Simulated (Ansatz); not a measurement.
Reaction (ligand exchange at the In–C bond): `[CH3][In]([F])[GeH3]` + HCl → `[F][In]([Cl])[GeH3]` + CH₄

Calculated with Ansatz (gas phase, PBE0-D4/def2-TZVP geometries, no zero-point term in ΔE). CBS: MP2 limit from def2 TZ/QZ plus the TZ coupled-cluster correction, frozen cores. This one scheme is used for every species. Functionals use def2-TZVPP. Elements past krypton have def2 core potentials. For Ge, In outer-core shells are correlated without core-valence functions, which leaves a few kJ/mol of doubt a bond. Scalar relativity is left out up to krypton.

| species | CAM-B3LYP energy (Eh) |
| --- | --- |
| `[CH3][In]([F])[GeH3]` | -2408.84817 |
| HCl | -460.83220 |
| `[F][In]([Cl])[GeH3]` | -2829.23101 |
| CH₄ | -40.50483 |

Q: Work out ΔE.

A: ΔE = (-2829.23101) + (-40.50483) − (-2408.84817) − (-460.83220) = -0.05547 Eh = -145.6 kJ/mol. CCSD(T)/CBS gives -140.0 kJ/mol.

Largest T1 diagnostic among the species: 0.014.

Leaving LDA and LC-ωPBE aside and taking each functional with its dispersion term where it has one, the values, not all of them listed here, spread over 15.7 kJ/mol, from BHLYP-D4 to PBE-D4. LDA lies +8.7 kJ/mol from PBE without D4. At CCSD(T), def2-SVP lies −10.3 kJ/mol from the extrapolated value and def2-TZVPP +4.3 kJ/mol.
